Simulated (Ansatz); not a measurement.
Potential energy curve for AlO (cation, charge +1), lowest triplet found (which spin is the ground state isn't settled by this scan).

Level of theory: full CI/cc-pVDZ, frozen core (Ansatz, an electronic-structure program).

Relative to R = 1.81 Å, what are the energies at R = 1.35, 1.55, 1.62, 1.96 Å?

4.623 eV at 1.35 Å, 0.976 eV at 1.55 Å, 0.456 eV at 1.62 Å, 0.119 eV at 1.96 Å.

The scan ran from 1.35 to 6.40 Å; beyond the distances shown full CI changes its symmetry label.
